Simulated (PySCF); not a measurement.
A GIAO shielding run with PySCF 2.14.0 with density-fitted response routines (density fitting, non-relativistic, gas phase) on SMILES Cc1ccc(C(F)(F)F)[n+](C)c1, [C8H9F3N]+:

```
{"job": {"kind": "nmr", "xc": "PBE0", "basis": "pcSseg-1"}, "charge": 1, "multiplicity": 1}
C      3.099621     0.573108    -0.144126
C      1.699191     0.086666    -0.106869
C      1.384528    -1.269824    -0.200477
C      0.059074    -1.670727    -0.149821
C     -0.941208    -0.724030    -0.005053
C     -2.400899    -1.167244     0.039451
F     -3.109909    -0.601922    -0.943037
F     -2.504317    -2.480108    -0.090672
F     -2.976950    -0.824822     1.196461
N     -0.637597     0.586902     0.091180
C     -1.673269     1.587439     0.246285
C      0.638289     0.975527     0.039493
H      3.714415    -0.062448    -0.775836
H      3.159832     1.599089    -0.495621
H      3.524315     0.539229     0.860343
H      2.166549    -2.004794    -0.315838
H     -0.203471    -2.715464    -0.224592
H     -2.268390     1.391897     1.139649
H     -2.342612     1.587704    -0.616034
H     -1.225656     2.574152     0.338414
H      0.829544     2.036614     0.116230
```

Hardware: 1 thread of an Arm Neoverse V2, shared host. The job also computes population analyses, field gradients, ring-centre shieldings.

Q: How large is the calculation?

A: 90 electrons, 249 basis functions and 1281 auxiliary functions.

Q: How long does it take?

A: 50 s of wall time, with 14 SCF cycles and 5 response iterations. Times on a shared host scatter by some tens of per cent.
